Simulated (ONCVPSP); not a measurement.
## B ONCV: all-electron and pseudo phase curves

* Element: B (Z = 5)
* Generator: ONCVPSP 4.0.1
* Type: optimised norm-conserving Vanderbilt (ONCV)
* Functional: PBE
* Relativity: scalar-relativistic
* Frozen core: [He]
* Valence charge: 3
* Reference configuration: 2s2 2p1
* Partial waves: 2s: rc 1.55 bohr, ncon 3, nbas 6, qcut 4.1 1/bohr, 3 projectors, debl 3 Ha; 2p: rc 3.90 bohr, ncon 4, nbas 7, qcut 3.4 1/bohr, 2 projectors, debl 1.1 Ha
* Local potential: polynomial inside 1.45 bohr (lpopt 5, dvloc0 0 Ha)
* Core correction: Teter function fitted to the true core (icmod 2), fcfact 0.15

The phase is arctan(r·R′/R) of the radial function R(r), unwrapped; energies in Ha, scanned from -2 to 5 Ha. A pole is an energy at which the radial function vanishes at the test radius. The pseudo phase is shifted by a multiple of π to meet the all-electron one at the reference energy, and phase errors are pseudo minus all-electron; the curves can meet again beyond the range given. Levels narrower than the energy grid can be missing from the lists of poles.

Problem. For each channel, where are the poles, and over which energies does the pseudopotential scatter like the atom?

Solution.

```tsv
channel	radius (bohr)	reference energy (Ha)	poles, all-electron	poles, pseudo	unbroken range about the reference energy with phases within 0.05 rad	phase error 1 Ha above the reference energy (rad)
s	1.57	-0.35	1.77	1.77	the whole range	-0.000
p	3.97	-0.13	-0.07, 0.90, 2.53, 4.82	-0.07, 0.90, 2.60, 4.83	below 1.4	+0.000
```

Phases in the p channel:

```tsv
E (Ha)	all-electron	pseudo
-1.98	1.424	1.424
-1.62	1.405	1.405
-1.26	1.378	1.377
-0.90	1.330	1.330
-0.54	1.220	1.220
-0.18	-0.495	-0.494
0.18	-2.418	-2.405
0.54	-4.466	-4.464
0.90	-4.712	-4.712
1.26	-4.907	-4.904
1.62	-6.971	-6.785
1.98	-7.712	-7.691
2.34	-7.819	-7.806
2.70	-7.885	-7.872
3.06	-7.973	-7.955
3.42	-8.426	-8.355
3.78	-10.742	-10.758
4.14	-10.907	-10.914
4.50	-10.962	-10.965
4.86	-10.999	-10.998
```
